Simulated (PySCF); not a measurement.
Spinor energies of Pm⁵⁶⁺ (promethium, charge +56)

Start: [He] 2s2 2p1; 2p1/2 filled at m_j = +1/2. Calculated with PySCF 2.14 in an uncontracted even-tempered set (17 s from 37 bohr⁻², ratio 2.4; 13 p from 48 bohr⁻², ratio 2.4; 5 d from 150 bohr⁻², ratio 2.6; 4 f from 230 bohr⁻², ratio 2.6): generalised Hartree-Fock with the X2C-1e Hamiltonian and a Gaussian nucleus; one run each with spin-orbit coupling (SO) switched off, then screened by Boettger's factors.

| spinor shell | electrons | ε, spin-free (eV) | ε, screened SO (eV) | weight of nominal j (screened SO) | rms radius, screened SO (bohr) |
| --- | --- | --- | --- | --- | --- |
| 1s1/2 | 2 | -51146.8 | -51128.7 | 1.000 | 0.0263 |
| 2s1/2 | 2 | -12294.7 | -12289.1 | 1.000 | 0.102 |
| 2p1/2 | 1 | -11713.4 | -12149.0 | 1.000 | 0.0864 |

```
   quantity    spin-free  screened SO
E (hartree)  -5245.21617  -5261.22269
        M_J          1/2          1/2
       ⟨J²⟩        1.107        0.750
       ⟨L²⟩        2.000        2.000
       ⟨S²⟩        0.750        0.750
```

Each row is a mean over spinors that exchange with the open shell spreads, by up to 16.721 eV (2s1/2).

Breit and QED terms are absent; they matter most for the inner s and p1/2 levels.

Densities and radii are taken from the X2C orbitals without a picture-change correction, which distorts them close to the nucleus.

Without spin-orbit coupling the j labels of p, d and f shells carry no meaning; the spin-free column gives the mean over the occupied spinors of each nl shell, and its ⟨J²⟩ belongs to a mixture of degenerate components.
